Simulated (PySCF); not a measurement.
## Computed properties of H₂O₃Ti, SMILES [O]=[Ti]([OH])[OH], multiplicity 1

H2O3Ti, SMILES [O]=[Ti]([OH])[OH], multiplicity 1. Geometry optimised at PBE0-D3(BJ)/def2-SVP. The spin state was assumed, not searched. The values are those of a single conformer. All values are computed for the isolated molecule unless a solvent is named; none is compared with measurement here.

**Structure.** The optimised structure has Cs symmetry. All 12 harmonic modes at PBE0-D3(BJ)/def2-SVP (PySCF) are real, so it is a minimum. With heavy atoms numbered as in [Ti:1](=[O:2])([OH:3])[OH:5], the shortest bond between them is Ti1–O2 at 1.594 Å and the longest Ti1–O5 at 1.813 Å.

**Vibrations.** The strongest infrared lines (harmonic, unscaled, degenerate partners summed) lie at 3938 cm⁻¹ (308 km/mol, H 94 %), 549 cm⁻¹ (280 km/mol, H 81 %, O 16 %), 1127 cm⁻¹ (247 km/mol, O 73 %, Ti 27 %). The softest mode is at 59 cm⁻¹ and the zero-point energy is 18.7 kcal/mol.

**Electronic structure.** HF/def2-TZVPD (PySCF) places the frontier levels at -13.11 and 0.25 eV, a gap of 13.36 eV, and gives a dipole moment of 1.47 D and a mean polarisability of 36.9 bohr³. PBE/def2-TZVPD (PySCF) at the same geometry gives -7.51 and -3.47 eV, so its gap is 9.32 eV narrower. An orbital gap is neither the optical nor the fundamental gap.

**Excitations.** TDA-CAM-B3LYP/def2-SVPD (PySCF) has S1 at 4.60 eV (269 nm, f = 0.003, weak); the most intense of the 10 singlets computed lies at 4.91 eV (f = 0.02). T1 (TDA) is at 4.24 eV, 0.36 eV under S1. TDA-PBE/def2-SVPD (PySCF) puts S1 at 4.17 eV. No vertical singlet excitation falls in the visible range (under 3.1 eV).

**NMR.** GIAO shifts at KT2/pcSseg-1 (PySCF) (non-relativistic, atoms alike by connectivity averaged): ¹H at 11.4 ppm against TMS.
